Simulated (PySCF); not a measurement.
Spectrum to structure. Method used: PySCF 2.14.0, density-fitted response routines, TDDFT CAM-B3LYP/def2-SVPD, vertical, gas phase, core orbitals frozen in the response. Geometries: GFN2-xTB, one conformer each.

```json
{"state": "S1", "E (eV)": "5.47", "f": "0.0049"}
{"state": "S2", "E (eV)": "6.41", "f": "0.013"}
{"state": "S3", "E (eV)": "6.98", "f": "0.0030"}
{"state": "S4", "E (eV)": "7.10", "f": "0.0076"}
{"state": "S5", "E (eV)": "7.34", "f": "0.0073"}
{"state": "S6", "E (eV)": "7.55", "f": "0.017"}
{"state": "S7", "E (eV)": "7.69", "f": "0.131"}
{"state": "S8", "E (eV)": "8.00", "f": "0.032"}
```

Triplets computed (Tamm–Dancoff): 5.14, 5.85, 6.62 eV.

Orbital energies (eV): HOMO-3 -11.79, HOMO-2 -11.04, HOMO-1 -10.40, HOMO -8.70, LUMO 0.39, LUMO+1 1.05, LUMO+2 1.15.

Task: Which structure fits?
A. `N#C/C=C(\F)[SiH2]N`
B. `F[SiH2]N1C=CN=C1`
C. `CCS[SiH2]C(F)(F)F`

Result: C. Its S1, at 5.47 eV, is the lowest among the candidates; the nearest of the others has S1 at 5.88 eV. S1 is HOMO→LUMO (87%). Löwdin shares by element: HOMO sulfur 70%, carbon 12% or more, silicon 10%; LUMO sulfur 30%, silicon 22%, carbon 10% or more, hydrogen 8% or more (atoms not listed hold the other 30%). At the same level the other candidates give, for their lowest levels:
- `N#C/C=C(\F)[SiH2]N`: 5.96 eV (f 0.231); 6.02 eV (f 0.231); 6.44 eV (f 0.004); 6.78 eV (f 0.011); 6.96 eV (f 0.012); T1 3.55 eV; HOMO -9.42, LUMO -0.75 eV
- `F[SiH2]n1ccnc1`: 5.88 eV (f 0.002); 6.51 eV (f 0.137); 6.52 eV (f 0.003); 6.55 eV (f 0.005); 7.05 eV (f 0.004); T1 4.42 eV; HOMO -8.28, LUMO 0.36 eV

Conformer computed: `[CH3:1][CH2:2][S:3][SiH2:4][C:5]([F:6])([F:7])[F:8]`: C1–C2–S3–Si4 -75°, C2–S3–Si4–C5 -177°, S3–Si4–C5–F6 -68°.
